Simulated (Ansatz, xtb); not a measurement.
FGeH4Si2+: where a starting geometry ends

The starting geometry of this gas-phase singlet was built from a drawn formula by distance geometry; its bonds are those of `[F][GeH]=[Si+][SiH3]`.

```csv
atom,x (Å),y (Å),z (Å)
F,-2.7427,3.4435,-0.9487
Ge,-1.8739,2.6964,0.4274
Si,-0.0534,1.6025,0.0114
Si,1.7078,0.5783,-0.8060
H,-2.0754,3.0948,1.8869
H,2.6548,1.5095,-1.4117
H,1.3234,-0.3992,-1.7692
H,2.5317,-0.0923,0.2258
```

Task: Predict what it relaxes into with r2SCAN-D4/def2-SVP.

Result: A new bond forms, giving a structure with H8 bridging Si3 and Si4, given below by its coordinates. Distances that change by over a tenth: Si4–H8 (1.48 → 1.66 Å). Contacts that close: Si3–H8 (3.10 → 1.77 Å).

The energy falls by 1.79 eV over 30 steps:

```tsv
step	E − E(last) (eV)
1	1.787
4	0.862
7	0.546
11	0.355
14	0.325
17	0.306
20	0.263
24	0.023
27	0.000
30	0.000
```

Final geometry (Å):

```xyz
8

F    -2.0561    3.3936   -0.5650
Ge   -1.0333    2.3041    0.2800
Si    1.2390    2.9613    0.0928
Si    1.1741    0.9353   -0.9957
H    -1.9543    1.1968    0.8273
H     2.4552    0.5290   -1.6284
H     0.1689   -0.1701   -0.9979
H     1.4790    1.2834    0.6027
```

From the same start GFN2-xTB ends elsewhere, differing in Ge2–H5 (3.24 against 1.54 Å here), Si3–H5 (1.50 against 3.72 Å here), Si3–H8 (3.19 against 1.77 Å here).

The end wasn't checked by frequencies. Run with Ansatz 0.2.0, 38 s on 2 threads of Intel(R) Xeon(R) 6975P-C (Granite Rapids), on a shared host.
